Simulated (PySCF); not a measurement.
BClI2, SMILES `ClB(I)I`, neutral singlet in the gas phase. 

Z-matrix (Å, degrees):
```
B
Cl 1 1.7313
I 1 2.1148 2 119.92
I 1 2.1149 2 119.92 3 180.00
```
Charge 0, multiplicity 1.

All levels are single points at this geometry (PBE0-D3(BJ)/def2-TZVP); Pople sets use spherical d functions. Orbital energies aren't observables, and empty levels follow the basis.

```
level                                  HOMO (eV)  LUMO (eV)  gap (eV)  dipole (D)  vertical IE, Delta-SCF (eV)
-------------------------------------  ---------  ---------  --------  ----------  ---------------------------
PBE0-D3(BJ)/def2-TZVP in PySCF             -7.58      -2.26      5.32        0.10                            –
ωB97X-D3(BJ)/def2-TZVP in PySCF            -9.86      -0.21      9.64        0.06                            –
B3LYP/LANL2DZ in PySCF                     -7.48      -2.44      5.04        0.42                            –
BP86/6-31G* (LANL2DZ on I) in PySCF        -6.61      -3.05      3.56        0.05                            –
M06-2X/6-31G* (LANL2DZ on I) in PySCF      -8.55      -1.47      7.07        0.11                            –
HF/6-31G* (LANL2DZ on I) in PySCF         -10.08       1.28     11.35        0.00                         9.57
```
